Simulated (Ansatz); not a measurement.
Consider the atomization: `[SH][In]([SH])[Cl]` → Cl• + 2 H• + In• + 2 S•.

Computed with Ansatz on PBE0-D4/def2-TZVP structures; ΔE is electronic, products minus reactants. CCSD(T)/CBS is the MP2 limit (def2-TZVPP, def2-QZVPP) plus CCSD(T) − MP2 in def2-TZVPP, frozen cores. This one scheme is used for every species, atoms too. DFT in def2-TZVPP. B3LYP here is the variant with VWN-RPA as its local correlation; programs differ in this. HSE06 is defined as in plane-wave codes. Open shells (•) are unrestricted, without spin–orbit coupling. Spin–orbit coupling would lower the free atoms: a little for Cl, S; strongly for In. Elements past krypton have def2 core potentials. For In outer-core shells are correlated without core-valence functions, so the limit isn't a true one: a few kJ/mol of doubt a bond, and 10 to 20 or more in all where bonds break to atoms. Each species was taken in one conformer, which may not be the lowest.

```
             level  ΔE (kJ/mol)  difference from CCSD(T)/CBS
           BLYP-D4       1545.3                        -63.7
         r2SCAN-D4       1612.1                          3.1
            B2PLYP       1545.3                        -63.7
               PBE       1594.9                        -14.1
            revPBE       1523.2                        -85.8
            r2SCAN       1607.9                         -1.1
             B3LYP       1528.1                        -80.9
           r2SCANh       1594.4                        -14.6
             HSE06       1577.9                        -31.1
             BHLYP       1496.7                       -112.3
    MP2/def2-TZVPP       1573.3                        -35.7
     HF/def2-QZVPP       1107.7                       -501.3
SCS-MP2/def2-QZVPP       1590.2                        -18.8
   CCSD/def2-QZVPP       1544.6                        -64.4
CCSD(T)/def2-QZVPP       1588.3                        -20.7
      HF/CBS(def2)       1108.0                       -501.0
       CCSD(T)/CBS       1609.0                            0
```

Largest T1 diagnostic among the species: 0.015.

At CCSD(T), def2-SVP lies −167.2 kJ/mol from the extrapolated value and def2-TZVPP −65.1 kJ/mol: correlation converges slowly with the basis, and small sets miss more of it in the bonded molecule than in its fragments. From BLYP to BHLYP (50 % exact exchange), in def2-TZVPP and without D4, ΔE moves by −12.8 kJ/mol: exact exchange takes away binding that semilocal exchange gives to molecules. In def2-TZVPP, CCSD(T) changes the Hartree–Fock value by +438.1 kJ/mol (the triples alone add +39.2 kJ/mol) and MP2 by +467.5 kJ/mol; breaking electron pairs costs correlation energy, which Hartree–Fock lacks.

For atomizations the MP2-based limit and the directly extrapolated one differ by several kJ/mol either way, and by 10 to 25 for some Ge, Se and Sn compounds, so smaller differences from it don't rank the levels.
